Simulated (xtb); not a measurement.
F₆S, triplet, at a GFN2-xTB geometry of the parent state (a higher spin typed on purpose: for a closed-shell molecule this is an excited state); GFN2-xTB (xtb).

xtb was given this input:
```
$ xtb mol.xyz --gfn 2 --chrg 0 --uhf 2 --json

# file mol.xyz
7

F      0.60583172    -0.46165382    -1.39611638
S      0.00000000     0.00000000     0.00000000
F      1.29819968    -0.54124302     0.74231451
F     -0.69061044    -1.42240255     0.17066190
F     -1.29819968     0.54124302    -0.74231451
F      0.69061044     1.42240255    -0.17066190
F     -0.60583172     0.46165382     1.39611638
```

Question: Write the output that xtb gives for this input, abridged.

Answer: 
```
   ID    Z sym.   atoms
    1    9 F      1, 3-7
    2   16 S      2

           -------------------------------------------------
          |                Calculation Setup                |
           -------------------------------------------------

           -------------------------------------------------
          |                 G F N 2 - x T B                 |
           -------------------------------------------------

          ...................................................
          :                      SETUP                      :
          :.................................................:
          :  # basis functions                  34          :
          :  # atomic orbitals                  33          :
          :  # shells                           15          :
          :  # electrons                        48          :
          :  max. iterations                   250          :
          :  Hamiltonian                  GFN2-xTB          :
          :  restarted?                      false          :
          :  GBSA solvation                  false          :
          :  PC potential                    false          :
          :  electronic temp.          300.0000000     K    :
          :  accuracy                    1.0000000          :
          :  -> integral cutoff          0.2500000E+02      :
          :  -> integral neglect         0.1000000E-07      :
          :  -> SCF convergence          0.1000000E-05 Eh   :
          :  -> wf. convergence          0.1000000E-03 e    :
          :  Broyden damping             0.4000000          :
          :  net charge                          0          :
          :  unpaired electrons                  2          :
          ...................................................

 iter      E             dE          RMSdq      gap      omega  full diag
   1    -31.4776155 -0.314776E+02  0.898E+00   10.24       0.0  T
   2    -31.4850243 -0.740873E-02  0.557E+00   10.66       1.0  T
   3    -31.5081771 -0.231529E-01  0.127E+00   10.90       1.0  T
   4    -31.5092464 -0.106924E-02  0.110E+00   10.91       1.0  T
   5    -31.5123695 -0.312311E-02  0.865E-02   10.89       1.0  T
   6    -31.5123748 -0.525982E-05  0.245E-02   10.89       1.5  T
   7    -31.5123735  0.127871E-05  0.144E-02   10.89       2.6  T
   8    -31.5123748 -0.135891E-05  0.370E-03   10.89      10.2  T
   9    -31.5123749 -0.308916E-07  0.115E-03   10.89      32.9  T
  10    -31.5123749 -0.322397E-08  0.228E-04   10.89     165.9  T
  11    -31.5123749 -0.294531E-09  0.112E-04   10.89     336.8  T

   *** convergence criteria satisfied after 11 iterations ***

 transition dipole moment (au) for excitation:          24          25
     X       Y       Z
   0.0000  -0.0000   0.0000  total (au/Debye):    0.000   0.000
 dE (eV)             :    7.411
 oscillator strength :  0.23228E-09

         :::::::::::::::::::::::::::::::::::::::::::::::::::::
         ::                     SUMMARY                     ::
         :::::::::::::::::::::::::::::::::::::::::::::::::::::
         :: total energy             -31.484688476955 Eh    ::
         :: gradient norm              0.347846484078 Eh/a0 ::
         :: HOMO-LUMO gap             10.888072468182 eV    ::
         ::.................................................::
         :: SCC energy               -31.512374386747 Eh    ::
         :: -> isotropic ES           -0.090848503667 Eh    ::
         :: -> anisotropic ES         -0.010070388235 Eh    ::
         :: -> anisotropic XC         -0.019621738213 Eh    ::
         :: -> dispersion             -0.004470856211 Eh    ::
         :: repulsion energy           0.027685909792 Eh    ::
         :: add. restraining           0.000000000000 Eh    ::
         :: total charge               0.000000000000 e     ::
         :::::::::::::::::::::::::::::::::::::::::::::::::::::

           -------------------------------------------------
[...]
        13        2.0000           -0.6160483             -16.7635
        14        2.0000           -0.5945522             -16.1786
        15        2.0000           -0.5945522             -16.1786
        16        2.0000           -0.5945521             -16.1786
        17        1.9999           -0.5922397             -16.1157
        18        1.9999           -0.5922396             -16.1157
        19        1.9601           -0.5868326             -15.9685
        20        1.9601           -0.5868326             -15.9685
        21        1.9601           -0.5868326             -15.9685
        22        1.7067           -0.5846462             -15.9090
        23        1.7067           -0.5846462             -15.9090
        24        1.7067           -0.5846462             -15.9090
        25        1.0000           -0.3123027              -8.4982 (HOMO)
        26                          0.0878266               2.3899 (LUMO)
        27                          0.0878266               2.3899
        28                          0.0878266               2.3899
        29                          0.2137413               5.8162
        30                          0.2137413               5.8162
        31                          0.2137413               5.8162
        32                          1.3068912              35.5623
        33                          1.3068912              35.5623
      -------------------------------------------------------------
                  HL-Gap            0.4001293 Eh           10.8881 eV
             Fermi-level           -0.3480245 Eh           -9.4702 eV

     #   Z          covCN         q      C6AA      α(0)
     1   9 F        0.789    -0.382    13.290     4.306
     2  16 S        4.727     2.289    76.617    14.732
     3   9 F        0.789    -0.382    13.290     4.306
     4   9 F        0.789    -0.382    13.290     4.306
     5   9 F        0.789    -0.382    13.290     4.306
     6   9 F        0.789    -0.382    13.290     4.306
     7   9 F        0.789    -0.382    13.290     4.306

 Mol. C6AA /au·bohr⁶  :        916.160443
 Mol. C8AA /au·bohr⁸  :      22395.516397
 Mol. α(0) /au        :         40.569778

Wiberg/Mayer (AO) data.
largest (>0.10) Wiberg bond orders for each atom

 ---------------------------------------------------------------------------
     #   Z sym  total        # sym  WBO       # sym  WBO       # sym  WBO
 ---------------------------------------------------------------------------
     1   9 F    0.798 --     2 S    0.608
     2  16 S    3.650 --     7 F    0.608     5 F    0.608     4 F    0.608
                             6 F    0.608     3 F    0.608     1 F    0.608
     3   9 F    0.798 --     2 S    0.608
     4   9 F    0.798 --     2 S    0.608
     5   9 F    0.798 --     2 S    0.608
     6   9 F    0.798 --     2 S    0.608
     7   9 F    0.798 --     2 S    0.608
 ---------------------------------------------------------------------------

Topologies differ in total number of bonds
Writing topology from bond orders to xtbtopo.mol

molecular dipole:
                 x           y           z       tot (Debye)
 q only:       -0.000       0.000       0.000
   full:       -0.000       0.000       0.000       0.000
molecular quadrupole (traceless):
                xx          xy          yy          xz          yz          zz
 q only:       -0.000      -0.000      -0.000      -0.000       0.000       0.000
  q+dip:       -0.000      -0.000      -0.000      -0.000       0.000       0.000
   full:       -0.000      -0.000      -0.000      -0.000       0.000       0.000

           -------------------------------------------------
          | TOTAL ENERGY              -31.484688476955 Eh   |
          | GRADIENT NORM               0.347846484078 Eh/α |
          | HOMO-LUMO GAP              10.888072468182 eV   |
           -------------------------------------------------

normal termination of xtb
```
